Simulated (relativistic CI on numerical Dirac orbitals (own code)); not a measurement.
Ligand-field terms of d3

Computed with a parametric ligand-field model of a d^n configuration (Racah B and C, spin-orbit zeta, crystal field), exact diagonalisation.

Field parameters in Wybourne normalisation: Oh B⁴₀ = 21Dq, B⁴₄ = √(5/14) B⁴₀. The field is a parameter set, without covalency.

Ground term and bands for B = 870, C = 4350, ζ = 0 cm⁻¹, Oh, 10Dq = 11310 cm⁻¹?

Ground term 4A2 with 0.00 electrons in the two orbitals of the cubic e set. Spin-allowed: 4T2 11310 cm⁻¹ (884 nm), 4T1 17988 cm⁻¹ (556 nm), 4T1 28992 cm⁻¹ (345 nm). Lowest spin-forbidden: 2E 19071 cm⁻¹ (524 nm), 2T1 19851 cm⁻¹ (504 nm), 2T2 26405 cm⁻¹ (379 nm). With an A2 ground term the first spin-allowed band lies at |10Dq| itself.

Ground term and bands for B = 870, C = 4350, ζ = 0 cm⁻¹, Oh, 10Dq = 37410 cm⁻¹?

Ground term 4A2 with 0.00 electrons in the two orbitals of the cubic e set. Spin-allowed: 4T2 37410 cm⁻¹ (267 nm), 4T1 46956 cm⁻¹ (213 nm), 4T1 78324 cm⁻¹ (128 nm). Lowest spin-forbidden: 2E 19836 cm⁻¹ (504 nm), 2T1 20469 cm⁻¹ (489 nm), 2T2 31115 cm⁻¹ (321 nm). With an A2 ground term the first spin-allowed band lies at |10Dq| itself.

Ground term and bands for B = 870, C = 4350, ζ = 0 cm⁻¹, Oh, 10Dq = 30450 cm⁻¹?

Ground term 4A2 with 0.00 electrons in the two orbitals of the cubic e set. Spin-allowed: 4T2 30450 cm⁻¹ (328 nm), 4T1 39743 cm⁻¹ (252 nm), 4T1 64657 cm⁻¹ (155 nm). Lowest spin-forbidden: 2E 19709 cm⁻¹ (507 nm), 2T1 20392 cm⁻¹ (490 nm), 2T2 30428 cm⁻¹ (329 nm). With an A2 ground term the first spin-allowed band lies at |10Dq| itself.

Ground term and bands for B = 870, C = 4350, ζ = 0 cm⁻¹, Oh, 10Dq = 28710 cm⁻¹?

Ground term 4A2 with 0.00 electrons in the two orbitals of the cubic e set. Spin-allowed: 4T2 28710 cm⁻¹ (348 nm), 4T1 37918 cm⁻¹ (264 nm), 4T1 61262 cm⁻¹ (163 nm). Lowest spin-forbidden: 2E 19672 cm⁻¹ (508 nm), 2T1 20368 cm⁻¹ (491 nm), 2T2 30218 cm⁻¹ (331 nm). With an A2 ground term the first spin-allowed band lies at |10Dq| itself.

Ground term and bands for B = 870, C = 4350, ζ = 0 cm⁻¹, Oh, 10Dq = 16530 cm⁻¹?

Ground term 4A2 with 0.00 electrons in the two orbitals of the cubic e set. Spin-allowed: 4T2 16530 cm⁻¹ (605 nm), 4T1 24525 cm⁻¹ (408 nm), 4T1 38115 cm⁻¹ (262 nm). Lowest spin-forbidden: 2E 19316 cm⁻¹ (518 nm), 2T1 20094 cm⁻¹ (498 nm), 2T2 28025 cm⁻¹ (357 nm). With an A2 ground term the first spin-allowed band lies at |10Dq| itself.
